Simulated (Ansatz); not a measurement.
Consider the redistribution: `CB(S)S` + `CB[SiH2]C` → `CB(C)S` + `C[SiH2]BS`.

Gas-phase electronic energies from Ansatz, PBE0-D4/def2-TZVP geometries. CCSD(T)/CBS is the MP2 limit (def2-TZVPP, def2-QZVPP) plus CCSD(T) − MP2 in def2-TZVPP, frozen cores. This one scheme is used for every species. DFT in def2-TZVPP. B3LYP here is the variant with VWN-RPA as its local correlation; programs differ in this. One conformer a species, not always the lowest.

Task: Is it downhill or uphill in electronic energy at CCSD(T)/CBS, and by how much? (Estimate.)

Result: Ansatz gave: Downhill: ΔE = -37.1 kJ/mol.

Task: What do these levels give: PBE0-D4, B3LYP-D4, ωB97M-V, B2PLYP, r2SCAN, B3LYP, HF/def2-TZVPP, MP2/def2-TZVPP, HF/def2-QZVPP, SCS-MP2/def2-QZVPP, HF/CBS(def2), MP2/CBS(def2)? (Estimate.)

Result: Computed: PBE0-D4 -36.1, B3LYP-D4 -35.8, ωB97M-V -36.1, B2PLYP -37.5, r2SCAN -37.0, B3LYP -37.2, HF/def2-TZVPP -31.5, MP2/def2-TZVPP -36.9, HF/def2-QZVPP -31.5, SCS-MP2/def2-QZVPP -35.3, HF/CBS(def2) -31.5, MP2/CBS(def2) -35.8 kJ/mol.

Largest T1 diagnostic among the species: 0.014.

In def2-TZVPP, CCSD(T) changes the Hartree–Fock value by −6.6 kJ/mol (the triples alone add −1.6 kJ/mol) and MP2 by −5.4 kJ/mol.
